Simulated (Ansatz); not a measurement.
PBE exchange is replaced step by step with exact exchange (0 % is PBE, 25 % PBE0; no dispersion term), basis def2-TZVP, Ansatz. System: cis-PtH2(AsH3)2 (As2PtH8). The state is a singlet with charge 0. Geometry: PBE0-D4/def2-SVP, each spin state at its own.

Geometry of the singlet:

Cartesian coordinates in Å:
```
Pt -1.102 -0.229 -0.032
H -2.464 0.249 0.627
H -2.125 -1.186 -0.776
As 0.709 -1.262 -1.294
H 2.180 -0.904 -1.163
H 0.649 -1.187 -2.804
H 0.888 -2.760 -1.193
As 0.077 1.417 1.324
H -0.095 1.361 2.826
H -0.297 2.873 1.153
H 1.582 1.627 1.331
```

In the def2 sets Pt takes a core potential; there is no spin–orbit coupling. The name describes the singlet; other states may take another shape.

```csv
exact exchange (%),HOMO (eV),LUMO (eV),gap (eV),triplet − singlet (kJ/mol)
0,-5.14,-1.43,3.71,215.7
5,-5.37,-1.28,4.09,216.2
10,-5.61,-1.14,4.47,216.7
15,-5.84,-0.99,4.85,216.9
25,-6.31,-0.70,5.61,217.5
50,-7.50,0.02,7.52,217.9
```

Problem. Fit a straight line to the column «triplet − singlet (kJ/mol)» against the share of exact exchange and predict its value at 35 %.

Solution. With x = exact exchange (%) and y = triplet − singlet (kJ/mol): mean x = 17.5, mean y = 216.8; Σ(x − x̄)(y − ȳ) = 68.25, Σ(x − x̄)² = 1638; slope b = 0.04167, intercept a = ȳ − b·x̄ = 216.1. The residuals of the fitted rows reach 0.4. At x = 35 the line gives 216.1 + (0.04167 × 35) = 217.6; the run gave 217.8, 0.2 more than the line.
